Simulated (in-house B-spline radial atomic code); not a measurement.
Hg. Computed with a B-spline radial atomic code. Model: non-relativistic spherical atom: semilocal Troullier-Martins pseudo-atom, one channel per l, against all electrons, high spin, G0W0 and RPA with empty states to l = 8, local potential for every l without a channel, a model core (radius 0 = none) keeps its share of the functional.

The core holds an angular momentum without a channel of its own, so the local potential lets valence electrons into it.

Without relativity these are model numbers for so heavy an element.

What the tables leave out is listed at the end.

The pseudopotential gives back the lowest level of each angular momentum of its own functional in the configuration it was made in; a second state of the same l is only approximately right. Exact exchange, RPA and GW see the smooth pseudo-orbitals and miss the exchange with the core, for which the functional's share stands in. The column with an uncorrelated core keeps all orbitals and exact exchange, and so separates missing core correlation from pseudisation. Only the three outermost levels and the lowest empty one were computed. RPA here is direct RPA, with no exchange kernel, and its energies carry an (l + 1/2)⁻⁴ tail. A hybrid on a potential with a model core restores only its own semilocal share of the core's exchange.

Command:
```bash
python run_psgw.py task.json out
```
Settings (lengths in bohr, energies in hartree):
```
Z                      80
electrons              80
configuration          [Xe] 4f14 5d10 6s2
generated_in           [Xe] 4f14 5d10 6s2
functional             pbe,pbe
core_shells            13
radius_factor          1.15
core_correction        True
ion_configuration      [Xe] 4f14 5d10 6s1
```

Cost of the run: 87 s on 1 thread of Arm Neoverse N1 (shared host).

Given: made with PBE; model core radius 2.504 bohr; local radius 2.988 bohr; mean-field start PBE.

Valence shells of the generating configuration: 6s.

Channel: s 2.915, p 3.4 (radii in bohr).

Computed: largest level miss in the spin-unpolarised generating configuration 0 eV; valence RPA correlation energy all-electron orbitals -0.060856 hartree; valence RPA correlation energy pseudo -0.07045 hartree; pseudo-atom RPA polarisability 46.004 bohr³; ionisation by mean-field all-electron 8.4685 eV; ionisation by mean-field pseudo minus all 0.11 eV; ionisation by RPA all-electron 8.7977 eV.

```json
{"level": "6s", "occupied": "1", "mean-field all-electron (eV)": "-5.2934", "mean-field pseudo minus all (eV)": "0", "G0W0 all-electron (eV)": "-8.4968", "G0W0 uncorrelated core minus all (eV)": "0.761", "G0W0 pseudo minus all (eV)": "0.304", "exchange self-energy all-electron (eV)": "-11.23", "exchange self-energy pseudo (eV)": "-7.9102"}
```

(1) What is the all-electron RPA polarisability, core included?

(2) What is the ionisation by RPA pseudo minus all?

Given: mean-field start PBE0.

Computed: valence RPA correlation energy all-electron orbitals -0.052339 hartree; valence RPA correlation energy pseudo -0.060038 hartree; ionisation by mean-field all-electron 8.2005 eV; ionisation by mean-field pseudo minus all -0.18 eV; ionisation by RPA all-electron 8.6266 eV; ionisation by RPA pseudo minus all -0.275 eV.

```
level  occupied  mean-field all-electron (eV)  mean-field pseudo minus all (eV)  G0W0 all-electron (eV)  G0W0 uncorrelated core minus all (eV)  G0W0 pseudo minus all (eV)  exchange self-energy all-electron (eV)  exchange self-energy pseudo (eV)
   6s         1                       -5.9374                             0.216                 -8.5293                                  0.778                        0.61                                  -11.02                           -7.6529
```

(3) What is the pseudo-atom RPA polarisability?

(4) What is the all-electron RPA polarisability, core included?

Results:

(1) 46.723 bohr³.

(2) 0.285 eV.

(3) 44.663 bohr³.

(4) 41.943 bohr³.

Among the listed levels the largest G0W0 shift of the pseudo-atom is +0.61 eV, for 6s on the PBE0 start, while leaving the core uncorrelated moves that level by +0.78 eV. The rest, -0.17 eV, comes from pseudisation and the lost core exchange. Not in the tables (levels of low weight, unsolved or above zero; the highest and the empty levels are kept at any weight): on PBE the G0W0 levels 6p (pseudo minus all -0.11 eV, weights 0.87 and 0.90); on PBE0 the G0W0 levels 6p (pseudo minus all -0.08 eV, weights 0.91 and 0.93); no Hartree-Fock pseudo-atom is run with a model core.
